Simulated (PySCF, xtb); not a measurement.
Ge(OH)4 (GeH₄O₄), SMILES [OH][Ge]([OH])([OH])[OH]. Other conformers were not sampled.

Harmonic wavenumbers (cm⁻¹) from GFN2-xTB run with xtb at its own minimum, in rising order: 169, 170, 194, 196, 232, 233, 237, 277, 303, 562, 603, 606, 607, 804, 831, 832, 834, 3652, 3652, 3653, 3659.

What does PBE0-D3(BJ)/def2-SVP in PySCF give at its own minimum? (Estimate from the structure and the level; the computed values follow.)

153, 171, 223, 223, 227, 267, 284, 284, 341, 709, 754, 769, 769, 884, 906, 921, 921, 3900, 3900, 3901, 3904. Paired by order, the mean absolute difference is 102 cm⁻¹ and the zero-point energies are 31.9 and 34.9 kcal/mol.
